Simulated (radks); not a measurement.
Initial-state core-level shifts of the zirconium ion Zr2+ when its valence configuration changes from [Kr] 4d2. Calculated with a radial shooting solver on a logarithmic mesh with Libxc functionals: scalar-relativistic Kohn-Sham, PBE, spin-unpolarised, spherical densities, finite nucleus; Fermi nuclear charge, rms radius 4.2694 fm. Shifts are changes of the shell-averaged eigenvalues in eV (positive: less bound); the change of the density at the nucleus, which sets a Mossbauer isomer shift, is in e/bohr^3, on a base of 7.609e+04.

[
 {"valence": "4d1.5 5s0.5", "1s": "-1.803", "2p": "-1.931", "3s": "-1.890", "4s": "-1.713", "density at nucleus": "+8.125"},
 {"valence": "5p2", "1s": "-10.103", "2p": "-10.690", "3s": "-10.472", "4s": "-9.392", "density at nucleus": "+5.800"},
 {"valence": "4d1 5p1", "1s": "-4.867", "2p": "-5.130", "3s": "-5.048", "4s": "-4.614", "density at nucleus": "+2.498"},
 {"valence": "4d1 5s1", "1s": "-3.715", "2p": "-3.983", "3s": "-3.891", "4s": "-3.498", "density at nucleus": "+16.986"},
 {"valence": "5s2", "1s": "-7.834", "2p": "-8.417", "3s": "-8.186", "4s": "-7.226", "density at nucleus": "+37.001"},
 {"valence": "4d1.5 5p0.5", "1s": "-2.379", "2p": "-2.503", "3s": "-2.468", "4s": "-2.276", "density at nucleus": "+1.151"}
]
